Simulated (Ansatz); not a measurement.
`NB(O)[SiH2]Cl` and `[NH2][Al]([OH])[SiH2]Cl` differ in one element.

Ansatz, PBE0-D4/def2-TZVP geometries, multiplicity 1. Each molecule was computed in one conformer, which needn't be the lowest.

| property | `NB(O)[SiH2]Cl` |
| --- | --- |
| LUMO energy (PBE/def2-TZVPP) / eV | -1.13 |
| size of the dipole moment (B3LYP/def2-TZVPP) / D | 1.37 |
| LUMO energy (PBE0/def2-TZVPP) / eV | -0.28 |
| HOMO energy (PBE0/def2-TZVPP) / eV | -7.96 |
| HOMO energy (PBE/def2-TZVPP) / eV | -6.65 |
| HOMO–LUMO gap (ωB97M-V/def2-TZVPP) / eV | 11.52 |

Q: Give the same properties after the change, and the shifts. (Estimate.)

A: Computed: 
```csv
property,`[NH2][Al]([OH])[SiH2]Cl`,shift
LUMO energy (PBE/def2-TZVPP) / eV,-1.46,-0.33
size of the dipole moment (B3LYP/def2-TZVPP) / D,2.82,1.45
LUMO energy (PBE0/def2-TZVPP) / eV,-0.71,-0.43
HOMO energy (PBE0/def2-TZVPP) / eV,-7.65,0.31
HOMO energy (PBE/def2-TZVPP) / eV,-6.23,0.42
HOMO–LUMO gap (ωB97M-V/def2-TZVPP) / eV,10.71,-0.81
```

With PBE0 the HOMO rises by 0.31 eV and the LUMO falls by 0.43 eV, so the gap narrows by about 0.74 eV. PBE moves the HOMO by 0.42 eV and ωB97M-V by 0.38 eV. Dipoles are sizes alone; their direction can turn.

Positive LUMOs are unbound, so they and the gaps depend on the basis.

B3LYP here is the variant with VWN-RPA as its local correlation; programs differ in this.
